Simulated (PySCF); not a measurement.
CH$_{6}$MgOSi (SMILES C[O][Mg][SiH3]), singlet, geometry from GFN2-xTB (such geometries of metal compounds can be far from the true shape).

Input for PySCF:
```python
from pyscf import gto, scf
from pyscf.prop import polarizability

mol = gto.Mole()
mol.atom = '''
    Mg   -0.00728371   -0.00369632   -0.01023785
    O    -0.95042790   -0.48232154   -1.33590453
    C    -1.72003768   -0.87288181   -2.41765435
    H    -2.48842959   -0.11971992   -2.63780652
    H    -1.09488729   -0.99909048   -3.31174848
    H    -2.22224480   -1.82738623   -2.21063918
    Si    1.34554977    0.68283732    1.89128080
    H     1.10059386   -0.14271765    3.08610304
    H     1.08824922    2.07599752    2.29382979
    H     2.79007560    0.59341336    1.61834664
'''
mol.basis = '6-31g'
mol.verbose = 4
mol.build()

mf = scf.RHF(mol)
mf.kernel()
alpha = mf.Polarizability().polarizability()[2, 2]
print('alpha_zz =', alpha)
```

What does this run give for the HOMO energy, Mulliken (on the basis functions themselves) charges in atom order, polarisability along z, HOMO-LUMO gap?


The HOMO energy is -9.62 eV and the Mulliken (on the basis functions themselves) charges in atom order is Mg1 1.03, O2 -1.13, C3 -0.01, H4 0.12, H5 0.12, H6 0.12, Si7 0.28, H8 -0.18, H9 -0.18, H10 -0.18. The polarisability along z is 62.1 bohr³. The HOMO-LUMO gap is 11.35 eV.
